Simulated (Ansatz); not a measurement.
Cl$_{5}$Ta, charge +1, doublet, at a GFN2-xTB geometry (such geometries of metal compounds can be far from the true shape) (the multiplicity is a formal guess) (core potentials on Ta), with bond 5-1 at 1.25 times its length; HF/def2-SVP in Ansatz (a program for electronic structure).

Here is a job for Ansatz.
Ansatz 0.2 input:
```yaml
crystal:
  periodic: [false, false, false]
  atoms:
    - {symbol: Ta, position_ang: [-0.14669196, 0.07679948, -0.00835459]}
    - {symbol: Cl, position_ang: [1.88890779, -0.82626700, 1.17151376]}
    - {symbol: Cl, position_ang: [-1.41439226, 0.47835746, -1.79518920]}
    - {symbol: Cl, position_ang: [0.20010152, 2.10149858, 0.79043870]}
    - {symbol: Cl, position_ang: [1.85609820, -1.25699134, -1.76007354]}
    - {symbol: Cl, position_ang: [-1.50024469, -1.09314185, 1.27884206]}
basis:
  gaussian:
    orbitals: def2-SVP
hamiltonian:
  xc: hf
total_charge: 1
magnetization: {spin_polarized: true, initial_magnetization: 1}
scf: {lower_state_search: standard}
```

Question: Write the output that Ansatz gives for this input, abridged.

Answer: 
```
Functional definition: HF
1114 factors; integrals over basis functions are off by at most 9.6e-4 eV
mean field evaluation 1: about -64023.7929 eV, gradient 3.0e1 eV
mean field evaluation 2: about -64023.8105 eV, gradient 3.0e1 eV
mean field evaluation 4: about -64029.5182 eV, gradient 2.7e0 eV
mean field evaluation 8: about -64029.8254 eV, gradient 4.8e-1 eV
mean field evaluation 16: about -64029.8546 eV, gradient 2.4e-5 eV
mean field evaluation 32: about -64027.5980 eV, gradient 5.5e-1 eV
mean field evaluation 64: about -64029.1048 eV, gradient 5.0e0 eV
mean field evaluation 96: about -64028.7266 eV, gradient 8.0e-1 eV
mean field evaluation 128: about -64027.5106 eV, gradient 3.4e0 eV
mean field evaluation 160: about -64026.1319 eV, gradient 1.2e1 eV
mean field evaluation 192: about -64027.9932 eV, gradient 1.8e0 eV
mean field evaluation 224: about -64029.8545 eV, gradient 3.9e-2 eV
mean field evaluation 256: about -64020.2137 eV, gradient 1.2e1 eV
mean field -64029.85458365 eV, -2353.0537549550 hartree, gradient 2.4e-5 eV, S^2 0.759628; 7 other end points of the search recorded, 0 dependent functions left out
reference -64029.85458365 eV, -2353.0537549550 hartree; 49, 48 occupied and 73, 74 virtual orbitals, 1114 factors
Total energy: -64029.85458365 eV, -2353.0537549550 hartree
```
